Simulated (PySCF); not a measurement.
**Radial density of Pd⁺ (palladium, charge +1)**

UHF, [Kr] 4d9, 2D determinant. All numbers are calculated (PySCF 2.14, a scalar-relativistic core potential, in aug-cc-pVTZ-PP with one added diffuse shell each of s, p, d, f, g type with ECP28MDF (7s7p6d4f3g, 113 functions)). This is the valence pseudo-density: the core potential removes the inner electrons and smooths the orbitals near the nucleus.

```csv
r (bohr),4πr²ρ (e/bohr),4πr²(ρα − ρβ)
0.0171,1.306e-05,0.0000
0.0288,3.286e-05,0.0000
0.0485,7.524e-05,0.0000
0.0815,0.0002461,0.0000
0.137,0.002273,0.0001
0.231,0.03423,0.0022
0.388,0.7869,0.0356
0.652,9.885,0.3717
1.10,15.43,0.8481
1.85,4.168,0.3546
3.10,0.4022,0.0260
5.22,0.006532,-0.0001
8.78,1.198e-05,0.0000
```

Energies and moments cover only the electrons outside the core potential.
